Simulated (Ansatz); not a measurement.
Saddle point of AlPH5Br, closed shell (AlH₂Br ([AlH2][Br]) + PH₃ → AlPH₄ ([AlH2][PH2]) + HBr (still joined by a long Al–Br bond); bonds formed: Br2–H5; bonds broken: H5–P6; bonds weakened to dative contacts: Al1–Br2), PBE0-D4/def2-TZVP structure:

Al1  (-0.900, -0.638, -0.422)
Br2  (1.106, 0.410, -1.927)
H3  (-0.635, -2.184, -0.613)
H4  (-2.139, 0.167, -0.984)
H5  (0.976, 0.558, -0.435)
P6  (-0.003, 0.250, 1.593)
H7  (0.244, 1.605, 1.253)
H8  (1.352, -0.168, 1.534)
(Å)

Energies are electronic, without zero-point energy. Barriers and step energies count from the start structure reached by relaxing down the imaginary mode; all methods use the PBE0-D4 structures, on which another method's saddle can fall below an end. Computed with Ansatz 0.2.0 (basis: def2-TZVPP, with def2-QZVPP for the basis limit); correlated methods freeze the cores. Filled d shells of the heavier atoms are correlated. The def2 sets are not built for correlating such inner shells, so the correlated values are less sure here. B3LYP uses VWN-RPA correlation. Extrapolation: Hartree–Fock as exp(−7.88 √X), correlation as X^−2.97.

| method | barrier (eV) | step energy (eV) |
| --- | --- | --- |
| SPW92 | 1.404 | 1.550 |
| PBE-D4 | ? | 1.553 |
| BLYP-D4 | 1.633 | 1.599 |
| r2SCAN-D4 | 1.696 | 1.692 |
| B97M-V | 1.695 | 1.554 |
| PBE0-D4 | 1.702 | 1.656 |
| B3LYP-D4 | 1.780 | 1.681 |
| r2SCAN0-D4 | 1.813 | 1.744 |
| BHLYP-D4 | 2.009 | 1.811 |
| CAM-B3LYP-D4 | 1.879 | 1.719 |
| wB97X-V | ? | 1.713 |
| wB97M-V | 1.804 | 1.641 |
| B2PLYP | 1.835 | 1.697 |
| PBE-QIDH | 1.846 | 1.731 |
| RPA on PBE | ? | 1.549 |
| HF | 2.374 | 1.949 |
| MP2 | 1.829 | 1.695 |
| CCSD | 1.898 | 1.664 |
| CCSD(T) | 1.809 | 1.628 |

Problem. Fill in the withheld barriers. (To be estimated.)

Solution. By the calculation: RPA on PBE 1.755; PBE-D4 1.515; wB97X-V 1.895 eV. Each is the energy of the saddle less that of the start structure, by the same method.

For comparison, the barrier by CCSD(T) at an estimated basis limit (MP2 extrapolated from triple and quadruple zeta, plus CCSD(T) − MP2 in triple zeta) is 1.824 eV.

No T1 diagnostic of these runs exceeds 0.011. The end structure is not quite a true minimum (one mode of 54i cm⁻¹).

Labels in which every atom is bracketed show which atoms are joined, not bond orders.

For scale, one of the runs: CCSD(T)/def2-TZVPP, 202 basis functions, launched by `ansatz run in.yaml --threads 4 --pin off --events-out ev --progress --plain --max-ram 9574MiB`. Hardware: 4 CPU threads of an Intel Xeon, shared host. Wall time 81 s; peak host memory 2.3 GiB.
